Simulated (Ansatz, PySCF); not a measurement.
Bond stretch in H₂Se, SMILES [SeH2]. The Se1–H3 bond (Se1 also carries H; H3 carries nothing else) is varied alone, starting from the PBE0/def2-TZVP optimised geometry.

Computed with: RKS-PBE = Ansatz (an electronic-structure program) with restricted PBE/cc-pVDZ; UKS-PBE = unrestricted PBE/cc-pVDZ run with Ansatz; RKS-BHandHLYP = restricted BHandHLYP/cc-pVDZ run with PySCF 2.14.0; UCCSD(T) = CCSD(T) on UHF/cc-pVDZ, 9 core orbitals frozen run with PySCF.

Energies relative to the lowest point of each curve near equilibrium, in eV; the last columns give the difference from UCCSD(T):

```
R / Å  RKS-PBE  UKS-PBE  RKS-BHandHLYP  UCCSD(T)  RKS-PBE − UCCSD(T)  UKS-PBE − UCCSD(T)  RKS-BHandHLYP − UCCSD(T)
-----  -------  -------  -------------  --------  ------------------  ------------------  ------------------------
1.17     1.792    1.792          1.665     1.705               0.087               0.087                    -0.040
1.25     0.862    0.862          0.764     0.792               0.070               0.070                    -0.028
1.32     0.376    0.376          0.307     0.326               0.051               0.051                    -0.019
1.39     0.110    0.110          0.072     0.082               0.028               0.028                    -0.010
1.42     0.048    0.048          0.024     0.031               0.018               0.018                    -0.006
1.47     0.000    0.000          0.000     0.000               0.000               0.000                     0.000
1.52     0.008    0.008          0.032     0.026              -0.018              -0.018                     0.007
1.57     0.059    0.059          0.109     0.095              -0.036              -0.036                     0.014
1.61     0.126    0.126          0.196     0.175              -0.050              -0.050                     0.020
1.69     0.308    0.308          0.419     0.383              -0.076              -0.076                     0.036
1.84     0.756    0.756          0.947     0.867              -0.111              -0.111                     0.080
1.97     1.193    1.193          1.454     1.321              -0.129              -0.129                     0.132
2.18     1.895    1.895          2.269     2.013              -0.118              -0.118                     0.256
2.42     2.614    2.614          3.118     2.653              -0.038              -0.038                     0.465
2.65     3.190    3.101          3.815     3.084               0.106               0.017                     0.732
2.90     3.692    3.360          4.446     3.330               0.361               0.030                     1.116
3.25     4.208    3.516          5.134     3.444               0.764               0.072                     1.690
3.59     4.550    3.577          5.626     3.473               1.076               0.104                     2.153
3.93     4.778    3.604          5.985     3.482               1.296               0.121                     2.503
4.43     4.979    3.618          6.341     3.487               1.492               0.131                     2.854
5.15     5.110    3.623          6.627         —                   —                   —                         —
```

RKS-PBE is furthest from UCCSD(T) at 4.43 (1.492 eV, above); its mean absolute difference over the points is 0.296 eV.

UKS-PBE is furthest from UCCSD(T) at 4.43 (0.131 eV, above); its mean absolute difference over the points is 0.065 eV.

RKS-BHandHLYP is furthest from UCCSD(T) at 4.43 (2.854 eV, above); its mean absolute difference over the points is 0.608 eV.

A dash means that the run gave no value there, or that the column was ended at a point which the program doubted or which failed a test of continuity chosen for this set; such a test can also cut sound points.

The restricted form behind RKS-PBE, RKS-BHandHLYP keeps the bonding electrons paired and can't separate into open-shell fragments. The unrestricted determinant behind UKS-PBE is spin-contaminated at 2.65 to 5.15 Å (<S²> up to 1.0, against 0.00 for a pure singlet). The unrestricted determinant behind UCCSD(T) is spin-contaminated at 1.97 to 5.15 Å (<S²> up to 1.0, against 0.00 for a pure singlet).
